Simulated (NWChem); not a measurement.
# Si2NH5F2; SMILES [SiH3][Si](F)(F)N

```xyz
10

N     -1.5293    -1.0547    -0.3545
Si     0.0176    -0.4282    -0.0292
F      0.4938    -1.0916     1.3695
F      1.1565    -0.8927    -1.0918
Si     0.0280     1.9014     0.0523
H     -1.7660    -2.0165    -0.1349
H     -2.1153    -0.6763    -1.0888
H      1.4233     2.4186     0.1679
H     -0.5853     2.4312    -1.2052
H     -0.7793     2.3752     1.2159
```
Atoms are numbered in this order, from 1.

Program: NWChem. Pople sets run with spherical d functions. All runs use the structure optimised with PBE0/def2-SVP. GIAO values for the isolated, static molecule; σ is the absolute isotropic shielding, δ = σ(reference) − σ with the isolated reference molecule computed at the same levels (19F: trichlorofluoromethane, 1H: tetramethylsilane, 15N: ammonia, 29Si: tetramethylsilane).

Q: What does the run give for B3LYP/6-31G*? Quantities: δ N1 (ppm); δ Si2 (ppm); δ F4 (ppm); δ Si5 (ppm); δ H6 (ppm); δ H7 (ppm); δ H8 (rotor mean) (ppm).

A: 
```yaml
"δ N1 (ppm)": 28.8
"δ Si2 (ppm)": -2.4
"δ F4 (ppm)": -90.4
"δ Si5 (ppm)": -77.4
"δ H6 (ppm)": 0.98
"δ H7 (ppm)": 0.52
"δ H8 (rotor mean) (ppm)": 3.34
```
